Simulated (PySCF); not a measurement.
A structure optimised at TPSSh-D3(BJ)/def2-SVP, used in a PySCF frequency run:

```xyz
12

C      1.2906    -0.8822    -0.1710
N      1.3143     0.5340     0.2186
Si    -0.1883     1.2932     0.6470
O     -1.2565     0.1717    -0.0037
Si    -0.5310    -1.1881    -0.6756
H      1.9675    -1.0704    -1.0247
H      1.6041    -1.5651     0.6450
H      2.2326     0.9211     0.4188
H     -0.3357     2.6381     0.0296
H     -0.4709     1.4275     2.1045
H     -0.7183    -1.2085    -2.1508
H     -1.1012    -2.4324    -0.0971
```
Charge 0, spin multiplicity 1.

Task: Write its SMILES and formula.

Result: C1N[SiH2]O[SiH2]1, CH7NOSi2

Task: What are its rotational constants (standard atomic weights)?

Result: 5.0650, 3.1979, 2.0926 GHz
